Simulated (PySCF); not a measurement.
(Cl)3Hf-S-SiH3 in a uniform electric field

Compound: (Cl)3Hf-S-SiH3 (singlet state).
Cartesian coordinates in Å at the PBE0-D3(BJ)/def2-SVP level; atoms count from 1:
```xyz
9
Cl3H3HfSSi angstrom
Hf    -1.3963    0.0460    0.1377
Cl    -1.5347   -2.2759    0.4227
Cl    -1.0257    1.2536    2.1045
Cl    -3.4809    0.7355   -0.6203
S      0.0999    0.7427   -1.6470
Si     1.6473    0.0079   -0.3734
H      0.8842   -0.5723    0.8028
H      2.5219    1.0913    0.1463
H      2.4171   -1.0982   -0.9989
```

Level: CAM-B3LYP/def2-SVPD (PySCF); nuclei fixed, core orbitals frozen in the response. Permanent dipole (2.587, -0.226, -0.147) D (1 au = 2.5417 D). Static polarisability (au):

```
x   144.17  -1.32  -2.30
y    -1.32 118.45  -0.56
z    -2.30  -0.56 119.10
```

Only the terms in μ and α are kept: μ(F) = μ + αF and ΔE = −μ·F − ½ F·αF.

(1) A field of 0.005 au (0.257 V/Å) is applied along each axis in both senses. Find the induced dipole, the size of the total dipole and the two energy terms.

(2) For the field (-0.0035, 0.0025, -0.0025) au, what is the induced dipole, and what angle does it make with the field?

(3) Which field along μ doubles the dipole in that direction (linear response)?

(4) What field makes μF equal to kT at 298 K?

(5) A unit point charge sits 18 Å away. Estimate the induction energy −αe²/2R⁴ with the mean polarisability, treating the molecule as a point.

Answers

(1) 
| field along | induced x (D) | induced y (D) | induced z (D) | total size (D) | −μ·F (kJ/mol) | −½F·αF (kJ/mol) |
| --- | --- | --- | --- | --- | --- | --- |
| +x | 1.832 | -0.017 | -0.029 | 4.429 | -13.361 | -4.731 |
| −x | -1.832 | 0.017 | 0.029 | 0.792 | +13.361 | -4.731 |
| +y | -0.017 | 1.505 | -0.007 | 2.875 | +1.167 | -3.887 |
| −y | 0.017 | -1.505 | 0.007 | 3.130 | -1.167 | -3.887 |
| +z | -0.029 | -0.007 | 1.514 | 2.909 | +0.759 | -3.909 |
| −z | 0.029 | 0.007 | -1.514 | 3.106 | -0.759 | -3.909 |

(2) αF = (-1.276, 0.768, -0.740) D, at 5.5° to the field. The polarisability along this direction, F·αF/F², is 130.93 au, against a mean of 127.24 au.

(3) The polarisability along the dipole is 144.38 au, so F = 1.0233 au / 144.38 au = 0.0071 au = 0.36 V/Å; higher-order terms are ignored.

(4) kT = 0.9437 × 10⁻³ Eh, so F = 0.000922 au = 4.74 MV/cm.

(5) R = 34.02 bohr, so the energy is −127.2/(2 × 34.02⁴) Eh = -0.125 kJ/mol. The charge–dipole term at its most favourable orientation, −μe/R², is -2.32 kJ/mol.

Isolated species at its PBE0-D3(BJ)/def2-SVP geometry, gas phase. Atoms past krypton carry effective core potentials; spin–orbit coupling is left out.
